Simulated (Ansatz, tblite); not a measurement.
Cost and result up the ladder for `FC(F)(F)c1ccc(-c2ccc(-c3ccc(-c4ccc(-c5ccc(-c6ccc(C(F)(F)F)cc6)cc5)cc4)cc3)cc2)cc1` (68 atoms). The state is a singlet with charge 0. Geometry: PBE-D4/def2-SVP.

```xyz
68

F    14.023    2.449    1.898
C    13.606    1.165    1.789
F    14.304    0.592    0.776
F    13.976    0.526    2.929
C    12.119    1.067    1.561
C    11.275    2.160    1.820
C     9.893    2.036    1.640
C     9.319    0.822    1.200
C     7.854    0.693    1.012
C     7.184   -0.519    1.293
C     5.803   -0.639    1.119
C     5.026    0.444    0.649
C     3.562    0.315    0.461
C     2.896    0.991   -0.587
C     1.515    0.867   -0.766
C     0.732    0.065    0.096
C    -0.730   -0.064   -0.093
C    -1.604   -0.204    1.010
C    -2.984   -0.325    0.831
C    -3.562   -0.315   -0.459
C    -5.025   -0.445   -0.649
C    -5.684    0.178   -1.734
C    -7.064    0.054   -1.915
C    -7.855   -0.696   -1.015
C    -9.319   -0.825   -1.204
C   -10.194   -0.894   -0.096
C   -11.577   -1.015   -0.272
C   -12.118   -1.071   -1.567
C   -13.611   -1.148   -1.772
F   -14.140    0.077   -2.032
F   -13.930   -1.943   -2.824
F   -14.250   -1.633   -0.681
C   -11.264   -1.009   -2.682
C    -9.883   -0.887   -2.500
C    -7.199   -1.317    0.072
C    -5.818   -1.196    0.249
C    -2.688   -0.176   -1.562
C    -1.308   -0.052   -1.384
C     1.399   -0.608    1.145
C     2.780   -0.489    1.321
C     5.698    1.655    0.365
C     7.078    1.778    0.546
C    10.185   -0.267    0.942
C    11.566   -0.149    1.118
H    11.706    3.109    2.168
H     9.242    2.892    1.871
H     7.755   -1.379    1.674
H     5.316   -1.603    1.333
H     3.475    1.612   -1.286
H     1.027    1.420   -1.583
H    -1.194   -0.180    2.031
H    -3.635   -0.392    1.716
H    -5.107    0.803   -2.432
H    -7.546    0.582   -2.751
H    -9.785   -0.825    0.923
H   -12.244   -1.063    0.601
H   -11.684   -1.075   -3.697
H    -9.223   -0.869   -3.380
H    -7.778   -1.940    0.771
H    -5.337   -1.727    1.084
H    -3.096   -0.202   -2.584
H    -0.656    0.017   -2.268
H     0.824   -1.255    1.824
H     3.263   -1.016    2.158
H     5.122    2.525    0.015
H     7.570    2.732    0.301
H     9.768   -1.214    0.567
H    12.226   -1.001    0.895
```

Ansatz on 4 threads of AMD EPYC 7R13 on a shared host and a share (37 GiB) of an NVIDIA H100 80GB HBM3; xTB runs through tblite on one thread. Times are rough, summed over both states, and most runs start from the orbitals of an earlier one. PBE0-D4/def2-TZVP serves as the yardstick here, not as an exact answer. The other state is a doublet.

The xTB rows come from tblite. Single mean-field runs in def2-TZVP are fitted with def2-universal-jkfit.

Raw xTB energies of ions are shifted by several eV.

| level | functions | wall time | vertical IE (eV) | difference from PBE0-D4/def2-TZVP (eV) |
| --- | --- | --- | --- | --- |
| GFN2-xTB | 200 | 0.53 s | 11.84 | 4.66 |
| GFN1-xTB | 224 | 0.66 s | 12.76 | 5.58 |
| PBE-D4/def2-TZVP (with forces) | 1508 | 31 s | 6.82 | -0.36 |
| PBE0-D4/def2-TZVP | 1508 | 35 s | 7.18 | 0.00 |
